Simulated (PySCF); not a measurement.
Si(F)(Br)(OH)(NH2) (BrFH₃NOSi), SMILES [Si](F)(N)(Br)O. Atoms are numbered in the order given.

```xyz
8

N     -1.3480     0.5443     1.6256
Si    -0.0162     0.5787     0.5667
O      0.0762     1.9973    -0.2499
F      1.2754     0.3368     1.5046
Br     0.0350    -0.9787    -0.9950
H     -2.2887     0.6377     1.2589
H     -1.3240    -0.0889     2.4178
H     -0.0376     2.7841     0.2943
```

The structure is a stationary point at PBE0-D3(BJ)/def2-SVP. This is a generated structure with no PubChem entry under its InChIKey; it may be hypothetical. One conformer was computed; it need not be the lowest.

Calculation: PySCF with SMD-ωB97X/def2-SVP.

Solvation free energies are E(SMD) − E(gas) at the gas-phase geometry, for 1 M in both phases. Bromine has the revised SMD18 radius of 2.60 Å. In vacuum the dipole moment is 3.33 D.

```
solvent     ΔG(solv) (kcal/mol)  its non-electrostatic (CDS) part  dipole (D)
----------  -------------------  --------------------------------  ----------
water                      -7.8                               2.4        4.13
n-hexane                   -4.1                              -1.5        3.58
2-propanol                 -9.8                              -0.6        4.07
```
